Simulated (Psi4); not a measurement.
Input file for Psi4: SAPT0/jun-cc-pV(D+d)Z on CH6 (a complex), monomers drawn apart or pushed together.

```
memory 8100 MB

molecule dimer {
0 1
C    -0.01987932    0.01484188   -0.13400056
H    -0.04396800    0.02985984   -1.22286511
H    -1.03698600   -0.05170507    0.25018779
H     0.55369735   -0.84723041    0.20406149
H     0.44769498    0.92846061    0.23092090
--
0 1
H     0.10737382   -0.07953221    6.18612262
H     0.09138641   -0.06881167    5.44237927
units angstrom
symmetry c1
no_reorient
no_com
}

set {
  basis jun-cc-pV(D+d)Z
  scf_type df
  freeze_core true
}

energy('sapt0')
```

Output:

```
[...]
==> Input File <==

--------------------------------------------------------------------------
memory 8100 MB

molecule dimer {
0 1
C    -0.01987932    0.01484188   -0.13400056
H    -0.04396800    0.02985984   -1.22286511
H    -1.03698600   -0.05170507    0.25018779
H     0.55369735   -0.84723041    0.20406149
H     0.44769498    0.92846061    0.23092090
--
0 1
H     0.10737382   -0.07953221    6.18612262
H     0.09138641   -0.06881167    5.44237927
units angstrom
symmetry c1
no_reorient
no_com
}

set {
  basis jun-cc-pV(D+d)Z
  scf_type df
  freeze_core true
}

energy('sapt0')
--------------------------------------------------------------------------


   => Loading Basis Set <=

    Name: JUN-CC-PV(D+D)Z
    Role: ORBITAL
    Keyword: BASIS
    atoms 1   entry C          line   188 file jun-cc-pv_dpd_z.gbs
    atoms 2-7 entry H          line    60 file jun-cc-pv_dpd_z.gbs

   => Loading Basis Set <=

    Name: JUN-CC-PV(D+D)Z
    Role: ORBITAL
    Keyword: BASIS
    atoms 1   entry C          line   188 file jun-cc-pv_dpd_z.gbs
    atoms 2-7 entry H          line    60 file jun-cc-pv_dpd_z.gbs


  //>>>>>>>>>>>>>>>>>>>>>>>>>>>>>>>>>>>//
  //              Dimer HF             //
  //<<<<<<<<<<<<<<<<<<<<<<<<<<<<<<<<<<<//

   => Libint2 <=

    Primary   basis highest AM E, G, H:  7, 6, 3
    Auxiliary basis highest AM E, G, H:  7, 7, 4
    Onebody   basis highest AM E, G, H:  -, -, -
    Solid Harmonics ordering:            Gaussian


   => Loading Basis Set <=

    Name: JUN-CC-PV(D+D)Z
    Role: ORBITAL
    Keyword: BASIS
    atoms 1   entry C          line   188 file jun-cc-pv_dpd_z.gbs
    atoms 2-7 entry H          line    60 file jun-cc-pv_dpd_z.gbs


         ---------------------------------------------------------
                                   SCF
               by Justin Turney, Rob Parrish, Andy Simmonett
                          and Daniel G. A. Smith
                              RHF Reference
                        4 Threads,   7724 MiB Core
         ---------------------------------------------------------

  ==> Geometry <==

    Molecular point group: c1
    Full point group: C1

    Geometry (in Angstrom), charge = 0, multiplicity = 1:

       Center              X                  Y                   Z               Mass
    ------------   -----------------  -----------------  -----------------  -----------------
         C           -0.019879320000     0.014841880000    -0.134000560000    12.000000000000
         H           -0.043968000000     0.029859840000    -1.222865110000     1.007825032230
         H           -1.036986000000    -0.051705070000     0.250187790000     1.007825032230
         H            0.553697350000    -0.847230410000     0.204061490000     1.007825032230
         H            0.447694980000     0.928460610000     0.230920900000     1.007825032230
         H            0.107373820000    -0.079532210000     6.186122620000     1.007825032230
         H            0.091386410000    -0.068811670000     5.442379270000     1.007825032230

  Running in c1 symmetry.

  Rotational constants: A =      5.27182  B =      0.23437  C =      0.23434 [cm^-1]
  Rotational constants: A = 158045.25922  B =   7026.12388  C =   7025.37549 [MHz]
  Nuclear repulsion =   15.939189426101857

  Charge       = 0
  Multiplicity = 1
  Electrons    = 12
  Nalpha       = 6
  Nbeta        = 6

  ==> Algorithm <==

  SCF Algorithm Type is DF.
  DIIS enabled.
  MOM disabled.
  Fractional occupation disabled.
  Guess Type is SAD.
  Energy threshold   = 1.00e-08
  Density threshold  = 1.00e-08
  Integral threshold = 1.00e-12

  ==> Primary Basis <==

  Basis Set: JUN-CC-PV(D+D)Z
    Blend: JUN-CC-PV(D+D)Z
    Number of shells: 26
    Number of basis functions: 48
    Number of Cartesian functions: 49
    Spherical Harmonics?: true
    Max angular momentum: 2

   => Loading Basis Set <=

    Name: (JUN-CC-PV(D+D)Z AUX)
    Role: JKFIT
    Keyword: DF_BASIS_SCF
    atoms 1   entry C          line   146 file jun-cc-pvdz-jkfit.gbs
    atoms 2-7 entry H          line    70 file jun-cc-pvdz-jkfit.gbs

  ==> Integral Setup <==

  DFHelper Memory: AOs need 0.004 GiB; user supplied 5.658 GiB.
  SCF_SUBTYPE=INCORE selected. In-core MEM_DF algorithm will be used.
  Using in-core AOs.

  ==> MemDFJK: Density-Fitted J/K Matrices <==

    J tasked:                   Yes
    K tasked:                   Yes
    wK tasked:                   No
    OpenMP threads:               4
    Algorithm:                 Core
    Schwarz Cutoff:           1E-12
    Mask sparsity (%):      16.3194
    Fitting Condition:        1E-10

   => Auxiliary Basis Set <=

  Basis Set: (JUN-CC-PV(D+D)Z AUX)
    Blend: JUN-CC-PVDZ-JKFIT
    Number of shells: 81
    Number of basis functions: 217
    Number of Cartesian functions: 241
    Spherical Harmonics?: true
    Max angular momentum: 3

  Minimum eigenvalue in the overlap matrix is 9.8375979995E-03.
  Reciprocal condition number of the overlap matrix is 1.7547695735E-0
[...]
631     3A      0.090257     4A      0.092273
       5A      0.092273     6A      0.197933     7A      0.247986
       8A      0.334041     9A      0.334045    10A      0.337961
      11A      0.488599    12A      0.513947    13A      0.513952
      14A      0.514847    15A      0.593190    16A      0.945144
      17A      1.292479    18A      1.292479    19A      1.532032
      20A      1.532036    21A      1.538116    22A      1.613313
      23A      1.613330    24A      1.763052    25A      1.871614
      26A      1.953245    27A      1.957972    28A      1.957988
      29A      1.959256    30A      2.037269    31A      2.037632
      32A      2.037643    33A      2.040819    34A      2.040819
      35A      2.397493    36A      2.397512    37A      2.399020
      38A      2.738171    39A      2.738195    40A      2.738726
      41A      3.005711    42A      3.005763    43A      3.545035
      44A      3.586271    45A      5.041558    46A      5.041866
      47A      5.041970    48A     18.433340

    Final Occupation by Irrep:
              A
    DOCC [     1 ]
    NA   [     1 ]
    NB   [     1 ]

  @DF-RHF Final Energy:    -1.12873758183693

   => Energetics <=

    Nuclear Repulsion Energy =              0.7112669531069350
    One-Electron Energy =                  -2.4975627893231369
    Two-Electron Energy =                   0.6575582543792748
    Total Energy =                         -1.1287375818369272

Computation Completed


Properties will be evaluated at   0.000000,   0.000000,   0.000000 [a0]

Properties computed using the SCF density matrix


 Multipole Moments:

 ------------------------------------------------------------------------------------
     Multipole            Electronic (a.u.)      Nuclear  (a.u.)        Total (a.u.)
 ------------------------------------------------------------------------------------

 L = 1.  Multiply by 2.5417464519 to convert [e a0] to [Debye]
 Dipole X            :         -0.3755992            0.3756024            0.0000032
 Dipole Y            :          0.2803263           -0.2803293           -0.0000030
 Dipole Z            :        -21.9744973           21.9746838            0.0001865
 Magnitude           :                                                    0.0001866

 ------------------------------------------------------------------------------------

  Constructing Basis Sets for SAPT...

   => Loading Basis Set <=

    Name: (JUN-CC-PV(D+D)Z AUX)
    Role: RIFIT
    Keyword: DF_BASIS_SAPT
    atoms 1   entry C          line   100 file jun-cc-pvdz-ri.gbs
    atoms 2-7 entry H          line    30 file jun-cc-pvdz-ri.gbs

   => Loading Basis Set <=

    Name: (JUN-CC-PV(D+D)Z AUX)
    Role: JKFIT
    Keyword: DF_BASIS_ELST
    atoms 1   entry C          line   146 file jun-cc-pvdz-jkfit.gbs
    atoms 2-7 entry H          line    70 file jun-cc-pvdz-jkfit.gbs


  //>>>>>>>>>>>>>>>>>>>>>>>>>>>>>>>>>>>//
  //               SAPT0               //
  //<<<<<<<<<<<<<<<<<<<<<<<<<<<<<<<<<<<//



        SAPT0
    Ed Hohenstein
     6 June 2009

      Orbital Information
  --------------------------
    NSO        =        48
    NMO        =        48
    NRI        =       149
    NRI (Elst) =       217
    NOCC A     =         5
    NOCC B     =         1
    FOCC A     =         1
    FOCC B     =         0
    NVIR A     =        43
    NVIR B     =        47

    Elst10,r            =    -0.000004157346 [Eh]
    Exch10              =     0.000000087729 [Eh]
    Exch10 (S^2)        =     0.000000087729 [Eh]

    Maxiter = 50
    CPHF R converge = 1.000000E-08

    Iter     Energy [mEh]          dE [mEh]         Residual      Time [s]
       1      -0.00003778       0.000037782     2.979767e-05             0
       2      -0.00004191       0.000004124     8.439829e-06             0
       3      -0.00004300       0.000001098     1.640204e-06             0
       4      -0.00004300       0.000000001     3.966378e-07             0
       5      -0.00004295      -0.000000055     5.625425e-08             0
       6      -0.00004295       0.000000005     7.577885e-09             0

    CHF Iterations converged

    Maxiter = 50
    CPHF R converge = 1.000000E-08

    Iter     Energy [mEh]          dE [mEh]         Residual      Time [s]
       1      -0.00000912       0.000009116     1.250609e-05             0
       2      -0.00001127       0.000002154     1.440910e-06             0
       3      -0.00001120      -0.000000072     6.835812e-08             0
       4      -0.00001120       0.000000001     3.695441e-09             0

    CHF Iterations converged

    Ind20,r (A<-B)      =    -0.000000042955 [Eh]
    Ind20,r (B<-A)      =    -0.000000011199 [Eh]
    Ind20,r             =    -0.000000054154 [Eh]
    Exch-Ind20,r (A<-B) =     0.000000000955 [Eh]
    Exch-Ind20,r (B<-A) =     0.000000003367 [Eh]
    Exch-Ind20,r        =     0.000000004322 [Eh]
    Disp20              =    -0.000013464975 [Eh]
    Disp20 (SS)         =    -0.000006732487 [Eh]
    Disp20 (OS)         =    -0.000006732487 [Eh]
    Exch-Disp20         =     0.000000004564 [Eh]
    Exch-Disp20 (SS)    =     0.000000003039 [Eh]
    Exch-Disp20 (OS)    =     0.000000001524 [Eh]

    SAPT Results
  --------------------------------------------------------------------------------------------------------
    Electrostatics                 -0.00415735 [mEh]      -0.00260877 [kcal/mol]      -0.01091511 [kJ/mol]
      Elst10,r                     -0.00415735 [mEh]      -0.00260877 [kcal/mol]      -0.01091511 [kJ/mol]

    Exchange                        0.00008773 [mEh]       0.00005505 [kcal/mol]       0.00023033 [kJ/mol]
      Exch10                        0.00008773 [mEh]       0.00005505 [kcal/mol]       0.00023033 [kJ/mol]
      Exch10(S^2)                   0.00008773 [mEh]       0.00005505 [kcal/mol]       0.00023033 [kJ/mol]

    Induction                      -0.00005433 [mEh]      -0.00003409 [kcal/mol]      -0.00014264 [kJ/mol]
      Ind20,r                      -0.00005415 [mEh]      -0.00003398 [kcal/mol]      -0.00014218 [kJ/mol]
      Exch-Ind20,r                  0.00000432 [mEh]       0.00000271 [kcal/mol]       0.00001135 [kJ/mol]
      delta HF,r (2)               -0.00000450 [mEh]      -0.00000282 [kcal/mol]      -0.00001180 [kJ/mol]

    Dispersion                     -0.01346041 [mEh]      -0.00844654 [kcal/mol]      -0.03534030 [kJ/mol]
      Disp20                       -0.01346497 [mEh]      -0.00844940 [kcal/mol]      -0.03535229 [kJ/mol]
      Exch-Disp20                   0.00000456 [mEh]       0.00000286 [kcal/mol]       0.00001198 [kJ/mol]
      Disp20 (SS)                  -0.00673249 [mEh]      -0.00422470 [kcal/mol]      -0.01767614 [kJ/mol]
      Disp20 (OS)                  -0.00673249 [mEh]      -0.00422470 [kcal/mol]      -0.01767614 [kJ/mol]
      Exch-Disp20 (SS)              0.00000304 [mEh]       0.00000191 [kcal/mol]       0.00000798 [kJ/mol]
      Exch-Disp20 (OS)              0.00000152 [mEh]       0.00000096 [kcal/mol]       0.00000400 [kJ/mol]

  Total HF                         -0.00412394 [mEh]      -0.00258781 [kcal/mol]      -0.01082742 [kJ/mol]
  Total SAPT0                      -0.01758436 [mEh]      -0.01103435 [kcal/mol]      -0.04616772 [kJ/mol]

  Special recipe for scaled SAPT0 (see Manual):
    Electrostatics sSAPT0          -0.00415735 [mEh]      -0.00260877 [kcal/mol]      -0.01091511 [kJ/mol]
    Exchange sSAPT0                 0.00008773 [mEh]       0.00005505 [kcal/mol]       0.00023033 [kJ/mol]
    Induction sSAPT0               -0.00005433 [mEh]      -0.00003409 [kcal/mol]      -0.00014264 [kJ/mol]
    Dispersion sSAPT0              -0.01346041 [mEh]      -0.00844654 [kcal/mol]      -0.03534030 [kJ/mol]
  Total sSAPT0                     -0.01758436 [mEh]      -0.01103435 [kcal/mol]      -0.04616772 [kJ/mol]
  --------------------------------------------------------------------------------------------------------



*** Psi4 exiting successfully. Buy a developer a beer!
```

The run finished.

Cost: roughly 4 core-seconds.
